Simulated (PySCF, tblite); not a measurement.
Species: C6H10O2.
Numbering: `[CH3:1][C:2](=[O:3])[C@H:4]1[CH2:5][CH2:6][O:7][CH2:8]1` (hydrogens: H9, H10, H11 on C1; H12 on C4; H13, H14 on C5; H15, H16 on C6; H17, H18 on C8)

Computed with GFN2-xTB (tblite), gas phase: nudged elastic band of 9 images (0 to 8), spring 0.2 eV/Å², climbing image at the end, force threshold 0.05 eV/Å. The top image wasn't refined or checked by frequencies; at this threshold it can lie a kcal/mol or more above the true saddle point of the method.

Path: rotation about C2–C4 (ketone carbonyl carbon, sp3 carbon next to a carbonyl), followed by the dihedral C1–C2–C4–C5.

Image 0 (start, dihedral -48°):
```
atom  x, y, z in Å
C1      1.537    1.241   -0.405
C2      1.561    0.098    0.572
O3      2.562   -0.253    1.145
C4      0.248   -0.641    0.769
C5     -0.969    0.271    1.010
C6     -1.833    0.077   -0.252
O7     -0.984   -0.479   -1.232
C8     -0.128   -1.359   -0.549
H9      1.283    2.157    0.127
H10     2.526    1.374   -0.837
H11     0.798    1.073   -1.184
H12     0.390   -1.364    1.575
H13    -0.669    1.310    1.123
H14    -1.512   -0.024    1.906
H15    -2.663   -0.612   -0.043
H16    -2.237    1.008   -0.652
H17    -0.647   -2.301   -0.320
H18     0.728   -1.570   -1.191
```

Image 8 (end, +0.052 eV, dihedral 77°):
```
atom  x, y, z in Å
C1      1.972    1.438    0.669
C2      1.463    0.286   -0.159
O3      2.029   -0.112   -1.142
C4      0.168   -0.320    0.358
C5     -1.037    0.574    0.001
C6     -2.139   -0.468   -0.193
O7     -1.508   -1.556   -0.824
C8     -0.195   -1.664   -0.304
H9      2.340    1.054    1.619
H10     2.785    1.940    0.153
H11     1.172    2.145    0.878
H12     0.238   -0.429    1.443
H13    -0.850    1.093   -0.941
H14    -1.277    1.299    0.774
H15    -2.550   -0.771    0.783
H16    -2.953   -0.134   -0.836
H17    -0.144   -2.485    0.422
H18     0.477   -1.883   -1.139
```

Problem. What do the inner images look like?

Solution. 
Image 1: +0.025 eV, dihedral -31°
```
atom  x, y, z in Å
C1      1.546    1.343   -0.303
C2      1.578    0.055    0.473
O3      2.608   -0.471    0.815
C4      0.245   -0.614    0.763
C5     -0.969    0.312    0.942
C6     -1.840    0.027   -0.299
O7     -0.993   -0.598   -1.239
C8     -0.146   -1.432   -0.496
H9      1.417    2.169    0.396
H10     2.497    1.484   -0.811
H11     0.729    1.350   -1.018
H12     0.390   -1.281    1.614
H13    -0.676    1.358    0.980
H14    -1.510    0.079    1.857
H15    -2.668   -0.647   -0.037
H16    -2.248    0.924   -0.766
H17    -0.675   -2.346   -0.188
H18     0.705   -1.705   -1.121
```

Image 2: +0.079 eV, dihedral -15°
```
atom  x, y, z in Å
C1      1.593    1.446   -0.193
C2      1.581    0.042    0.345
O3      2.592   -0.606    0.457
C4      0.247   -0.584    0.726
C5     -0.974    0.337    0.869
C6     -1.860   -0.030   -0.341
O7     -1.037   -0.745   -1.236
C8     -0.182   -1.517   -0.437
H9      1.541    2.141    0.645
H10     2.529    1.620   -0.719
H11     0.753    1.625   -0.858
H12     0.425   -1.177    1.625
H13    -0.700    1.389    0.849
H14    -1.499    0.145    1.803
H15    -2.700   -0.663   -0.018
H16    -2.256    0.834   -0.875
H17    -0.716   -2.390   -0.031
H18     0.652   -1.859   -1.049
```

Image 3: +0.126 eV, dihedral 3°
```
atom  x, y, z in Å
C1      1.662    1.526   -0.071
C2      1.569    0.050    0.208
O3      2.525   -0.675    0.082
C4      0.245   -0.548    0.674
C5     -0.987    0.363    0.786
C6     -1.894   -0.099   -0.375
O7     -1.094   -0.894   -1.220
C8     -0.214   -1.589   -0.377
H9      1.693    2.061    0.877
H10     2.585    1.724   -0.611
H11     0.816    1.880   -0.651
H12     0.464   -1.052    1.618
H13    -0.738    1.416    0.695
H14    -1.488    0.220    1.742
H15    -2.734   -0.694    0.012
H16    -2.292    0.721   -0.974
H17    -0.734   -2.421    0.121
H18     0.607   -1.982   -0.975
```

Image 4: +0.155 eV, dihedral 19°
```
atom  x, y, z in Å
C1      1.742    1.568    0.054
C2      1.546    0.076    0.087
O3      2.427   -0.676   -0.248
C4      0.236   -0.505    0.619
C5     -1.010    0.392    0.693
C6     -1.938   -0.175   -0.403
O7     -1.149   -1.030   -1.198
C8     -0.233   -1.637   -0.324
H9      1.911    1.923    1.070
H10     2.621    1.790   -0.546
H11     0.884    2.088   -0.358
H12     0.487   -0.919    1.600
H13    -0.787    1.439    0.509
H14    -1.484    0.320    1.671
H15    -2.762   -0.744    0.053
H16    -2.358    0.590   -1.057
H17    -0.723   -2.436    0.252
H18     0.583   -2.058   -0.912
```

Image 5 (top): +0.167 eV, dihedral 32°
```
atom  x, y, z in Å
C1      1.805    1.578    0.164
C2      1.523    0.106    0.012
O3      2.342   -0.634   -0.471
C4      0.221   -0.467    0.576
C5     -1.031    0.426    0.597
C6     -1.978   -0.244   -0.422
O7     -1.190   -1.133   -1.177
C8     -0.240   -1.662   -0.288
H9      2.167    1.755    1.176
H10     2.589    1.856   -0.535
H11     0.933    2.201   -0.001
H12     0.480   -0.808    1.583
H13    -0.821    1.449    0.300
H14    -1.482    0.449    1.588
H15    -2.773   -0.796    0.101
H16    -2.435    0.464   -1.114
H17    -0.696   -2.440    0.343
H18     0.575   -2.093   -0.869
```

Image 6: +0.126 eV, dihedral 49°
```
atom  x, y, z in Å
C1      1.862    1.556    0.327
C2      1.484    0.154   -0.083
O3      2.201   -0.506   -0.790
C4      0.207   -0.424    0.525
C5     -1.037    0.482    0.441
C6     -2.013   -0.321   -0.441
O7     -1.236   -1.269   -1.130
C8     -0.242   -1.691   -0.229
H9      2.496    1.485    1.211
H10     2.449    2.013   -0.466
H11     1.009    2.179    0.569
H12     0.457   -0.658    1.564
H13    -0.811    1.436   -0.031
H14    -1.464    0.674    1.424
H15    -2.765   -0.828    0.182
H16    -2.523    0.294   -1.184
H17    -0.653   -2.431    0.474
H18     0.569   -2.138   -0.804
```

Image 7: +0.091 eV, dihedral 77°
```
atom  x, y, z in Å
C1      1.966    1.469    0.502
C2      1.377    0.286   -0.229
O3      1.812   -0.116   -1.274
C4      0.192   -0.347    0.488
C5     -1.064    0.528    0.265
C6     -2.034   -0.415   -0.470
O7     -1.248   -1.436   -1.034
C8     -0.216   -1.703   -0.117
H9      2.748    1.093    1.161
H10     2.425    2.157   -0.204
H11     1.224    1.984    1.105
H12     0.434   -0.439    1.548
H13    -0.826    1.391   -0.359
H14    -1.488    0.882    1.202
H15    -2.757   -0.843    0.241
H16    -2.576    0.071   -1.281
H17    -0.574   -2.375    0.679
H18     0.598   -2.179   -0.663
```

The largest changes of bonds and angles from start to top: C2–C4 1.519 → 1.530 Å, C4–C8 1.548 → 1.545 Å, C6–O7 1.411 → 1.408 Å, C4–H12 1.091 → 1.095 Å, C2–C4–C5 114.5 → 118.7°, C1–C2–C4 116.1 → 119.2°, C2–C4–H12 107.8 → 104.7°. GFN2-xTB torsional profiles can miss by a kcal/mol or more and can put conformers in the wrong order.

Problem. What do single points at PBE0/pcSseg-1 (PySCF, no dispersion term) give on some images?

Solution. 
```tsv
image	GFN2-xTB E (eV)	DFT E (eV)	HOMO (eV)	LUMO (eV)	dipole (D)
0	0.000	0.000	-7.09	-0.31	2.74
2	0.079	0.067	-7.16	-0.46	3.13
5	0.167	0.102	-7.31	-0.56	3.79
6	0.126	0.056	-7.33	-0.53	3.96
8	0.052	-0.010	-7.25	-0.46	3.94
```

Energies count from image 0 at each level. At the GFN2-xTB top the DFT energy is 2.4 kcal/mol against 3.8; the geometries weren't optimised at the DFT level.

The cost below is that of the whole band run. Rough CPU time on one thread of a shared machine: about 21 s.
